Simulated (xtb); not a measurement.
Ga(F)(NH2)2 (FGaH4N2), SMILES [NH2][Ga]([NH2])[F]. All values are semi-empirical tight-binding results from xtb (GFN2-xTB unless named), good for trends rather than for accurate numbers. Coordinates come from a GFN2-xTB optimisation. The structure was generated by enumeration; whether it is a known compound was not checked. Other conformers were not sampled.

Optimised geometry:

Bond lengths (Å): Ga1–F2 1.753, Ga1–N3 1.839, Ga1–N6 1.839, N3–H4 1.014, N3–H5 1.016, N6–H7 1.014, N6–H8 1.016. Bond angles (°): F2–Ga1–N3 114.8, F2–Ga1–N6 114.8, N3–Ga1–N6 130.5, Ga1–N3–H4 117.0, Ga1–N3–H5 113.9, H4–N3–H5 108.8, Ga1–N6–H7 117.0, Ga1–N6–H8 113.9, H7–N6–H8 108.8.

For metal compounds this method's bond lengths and energies can be far off.

Question: Estimate the properties. (An estimate is asked for; the answer gives what the named calculation found.)

Answer: 
```yaml
point_group_as_xtb_finds_it: C2
orbital_gap: 3.76 eV
zero_point_energy: 30.0 kcal/mol
G − E(el) at 298.15 K (modified RRHO): 10.9 kcal/mol
```

Question: Give the atomic charges and the Wiberg bond orders between heavy atoms. (An estimate is asked for; the answer gives what the named calculation found.)

Answer: charges (e) Ga1 0.13, F2 -0.26, N3 -0.33, H4 0.19, H5 0.21, N6 -0.33, H7 0.19, H8 0.21. Bond orders Ga1–F2 1.12, Ga1–N3 1.17, Ga1–N6 1.17.
